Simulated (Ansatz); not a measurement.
Consider the hydrogenolysis of the Si–O bond: `O[SiH](O)O[SiH](O)F` + H₂ → `O[SiH2]F` + `O[SiH](O)O`.

Isolated molecules relaxed with PBE0-D4/def2-TZVP in Ansatz; ΔE leaves out vibrations. CCSD(T)/CBS adds triple-zeta CCSD(T) − MP2 to the extrapolated MP2 energy (def2 sets, frozen cores). This one scheme is used for every species. Functionals use def2-TZVPP. One conformer a species, not always the lowest.

| level | ΔE (eV) |
| --- | --- |
| r2SCAN | 1.29 |
| CCSD/def2-TZVPP | 1.23 |

(1) What does CCSD(T)/CBS give? (An estimate is asked.)

Largest T1 diagnostic among the species: 0.012.

## Answers

(1) The calculation gave: +1.28 eV. The listed levels differ from it by 0.01, -0.05 eV.

In def2-TZVPP, CCSD(T) changes the Hartree–Fock value by +0.07 eV (the triples alone add +0.02 eV) and MP2 by +0.11 eV. The D4 term adds +0.15 eV with B3LYP and +0.08 eV with PBE0; it sums over pairs of atoms, weighted by their polarisabilities, and B3LYP, whose exchange is more repulsive, gets the larger term.

B3LYP here is the variant with VWN-RPA as its local correlation; programs differ in this.
